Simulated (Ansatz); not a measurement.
C₁₆H₁₀⁺, that is fluoranthene with one electron fewer. The state is a doublet with charge 1. Geometry PBE-D4/def2-SVP, that of the neutral singlet; atoms count from 1.

```xyz
26

C    -3.604    1.086   -0.071
C    -2.964    2.316    0.162
C    -1.562    2.390    0.266
C    -0.810    1.217    0.135
C    -1.464   -0.039   -0.103
C    -2.858   -0.100   -0.205
C    -0.428   -1.084   -0.197
C    -0.421   -2.458   -0.411
C     0.831   -3.143   -0.432
C     2.049   -2.487   -0.251
C     2.075   -1.075   -0.028
C     3.218   -0.241    0.177
C     3.056    1.130    0.378
C     1.774    1.758    0.392
C     0.643    0.972    0.194
C     0.821   -0.426   -0.011
H    -4.701    1.051   -0.149
H    -3.566    3.232    0.264
H    -1.068    3.356    0.450
H    -3.367   -1.059   -0.388
H    -1.352   -3.025   -0.561
H     0.832   -4.231   -0.603
H     2.992   -3.054   -0.276
H     4.226   -0.683    0.175
H     3.948    1.755    0.537
H     1.703    2.844    0.556
```

Estimate the Mulliken populations from the PBE0/def2-SVP orbitals of Ansatz.


```tsv
atom	charge (e)	spin (α − β)
C1	0.00	0.02
C2	0.00	0.02
C3	0.02	0.20
C4	0.00	-0.08
C5	0.00	-0.08
C6	0.02	0.19
C7	0.11	0.18
C8	-0.01	0.06
C9	0.01	-0.01
C10	0.04	0.24
C11	0.03	-0.09
C12	0.04	0.24
C13	0.01	-0.01
C14	-0.01	0.06
C15	0.11	0.18
C16	-0.10	-0.07
H17	0.08	0.00
H18	0.08	0.00
H19	0.06	-0.01
H20	0.06	-0.01
H21	0.06	0.00
H22	0.09	0.00
H23	0.07	-0.01
H24	0.07	-0.01
H25	0.09	0.00
H26	0.06	0.00
```
Mulliken values depend strongly on the basis.

Where does the spin sit?

Summed by element: C 1.05, H -0.05, of 1 unpaired in all. Largest on single atoms: C12 0.24, C10 0.24, C3 0.20.

And the Mayer bond orders between heavy atoms (over 0.3)?

C1–C2 1.46 (1.41 Å); C1–C6 1.28 (1.41 Å); C2–C3 1.28 (1.41 Å); C3–C4 1.40 (1.40 Å); C4–C5 1.31 (1.44 Å); C4–C15 1.03 (1.47 Å); C5–C6 1.40 (1.40 Å); C5–C7 1.03 (1.47 Å); C7–C8 1.35 (1.39 Å); C7–C16 1.26 (1.42 Å); C8–C9 1.35 (1.43 Å); C9–C10 1.39 (1.39 Å); C10–C11 1.22 (1.43 Å); C11–C12 1.22 (1.43 Å); C11–C16 1.28 (1.41 Å); C12–C13 1.38 (1.39 Å); C13–C14 1.35 (1.43 Å); C14–C15 1.35 (1.39 Å); C15–C16 1.26 (1.42 Å).
